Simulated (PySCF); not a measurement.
## A survey of 33S NMR shifts

- GIAO PBE0/pcSseg-1 shieldings
- structure optimised with GFN2-xTB
- run in PySCF 2.14
- single conformer, isolated molecule, non-relativistic Hamiltonian, averaged over atoms made equivalent by symmetry, fast rotation or ring inversion

Shieldings were converted by a linear fit to measured shifts: 33S (scatter 33.3 ppm rms vs sulfate, solution or neat liquid). A few per cent of atoms miss by over 2 rms, more outside the fitted compound classes.

Q: Give the 33S shifts of `O=S(=O)(O)C1=CC=C[SiH2]1`, `O=S(=O)(O)C1=CC=C[SiH2]1`, `CCc1sncc1OC`, `CCS(C)(=O)=O`, `C#Cc1pcsc1OC`.

A: 
| compound | environment | δ (ppm) |
| --- | --- | --- |
| O=S(=O)(O)C1=CC=C[SiH2]1 | sulfonyl sulfur | -24 |
| O=S(=O)(O)C1=CC=C[SiH2]1 | sulfonyl sulfur | -24 |
| CCc1sncc1OC | aromatic ring sulfur | 28 |
| CCS(C)(=O)=O | sulfone sulfur | -28 |
| C#Cc1pcsc1OC | aromatic ring sulfur | -63 |
